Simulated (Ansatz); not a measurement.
Reaction (substitution at a C–O bond): `COB(O)Br` + `BC(=O)O` → `BC(=O)OC` + `OB(O)Br`

Program: Ansatz. Geometries: PBE0-D4/def2-TZVP. ΔE: electronic, gas phase. CCSD(T)/CBS is the MP2 limit (def2-TZVPP, def2-QZVPP) plus CCSD(T) − MP2 in def2-TZVPP, frozen cores. For Br outer-core shells are correlated without core-valence functions, which leaves a few kJ/mol of doubt a bond. Scalar relativity is left out up to krypton. One conformer a species, not always the lowest.

```
   species  CCSD(T)/CBS(def2) energy (Eh)
`COB(O)Br`                    -2789.05740
 `BC(=O)O`                     -214.97533
`BC(=O)OC`                     -254.22022
 `OB(O)Br`                    -2749.81643
```

(1) Work out ΔE.

Largest T1 diagnostic among the species: 0.019.

## Answers

(1) ΔE = (-254.22022) + (-2749.81643) − (-2789.05740) − (-214.97533) = -0.00392 Eh = -2.5 kcal/mol.

Leaving LDA and LC-ωPBE aside and taking each functional with its dispersion term where it has one, the values, not all of them listed here, spread over 0.5 kcal/mol, from B97M-V to BLYP-D4.
